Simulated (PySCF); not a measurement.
## FeF at r²SCAN

Computed with r²SCAN; Fe def2-TZVPP, F def2-TZVPP; no relativity (PySCF 2.14).

```json
{"state": "⁶Δ (sextet), unpaired electrons σ ↑↑, π ↑↑, δ ↑", "bond length": "1.769 Å", "harmonic wavenumber": "669 cm⁻¹", "force constant": "3.74 mdyn/Å", "rotational constant Be": "0.3800 cm⁻¹", "anharmonicity ωexe": "3.61 cm⁻¹", "vibration–rotation constant αe": "0.00292 cm⁻¹", "bond order (Mayer)": "0.88", "dipole moment (positive dipole means Fe(−)F(+))": "-1.88 D"}
```

De is left out where the level can put another filling of the metal’s s and d shells below the measured ground configuration, by anything from nothing to about 1 eV. With d or f electrons several states lie close, and the lowest PBE0 determinant need not be the measured ground state.
